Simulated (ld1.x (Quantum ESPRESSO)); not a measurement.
# u(r) = r·R(r): atom against pseudo-atom (Sm (Z = 62))

Columns: radius, all-electron u(r) and pseudo u(r) of the 5s shell (level -43.39 eV) of samarium in the configuration [Kr] 4d10 4f6 5s2 5p6 5d0 6s2 6p0; LDA (PZ), scalar-relativistic, TM semilocal scheme, ld1.x (Quantum ESPRESSO) 7.5.

```csv
r (bohr),all-electron,pseudo
0.185,0.3616,0.0532
0.370,-0.3806,0.1323
0.555,-0.4088,0.2695
0.740,0.1842,0.4889
0.925,0.6937,0.7545
1.110,0.9468,0.9499
1.295,0.9947,0.9947
1.480,0.9229,0.9229
1.665,0.7976,0.7976
1.850,0.6590,0.6590
2.035,0.5281,0.5281
2.220,0.4143,0.4143
2.405,0.3199,0.3199
2.590,0.2442,0.2442
2.775,0.1847,0.1847
2.960,0.1387,0.1387
3.145,0.1037,0.1037
3.330,0.0771,0.0771
3.515,0.0572,0.0572
3.700,0.0423,0.0423
3.885,0.0312,0.0312
4.070,0.0229,0.0229
4.255,0.0168,0.0168
4.440,0.0123,0.0123
4.625,0.0090,0.0090
4.810,0.0066,0.0066
```

Q: How many radial nodes do the two functions have?

A: The all-electron 5s function has n − l − 1 = 4 (the table is too coarse to show those close to the nucleus); the pseudo-wave has 0, since the states of the same l below it are removed with the core.

Q: At about which radius was the pseudo-wave matched?

A: 1.35 bohr, where the columns begin to agree (steps of 0.18 bohr).

Q: Is the pseudo-wave norm-conserving?

A: Yes: the TM semilocal scheme keeps the norm inside the radius equal to the all-electron one, which fixes the energy derivative of the logarithmic derivative at the level.
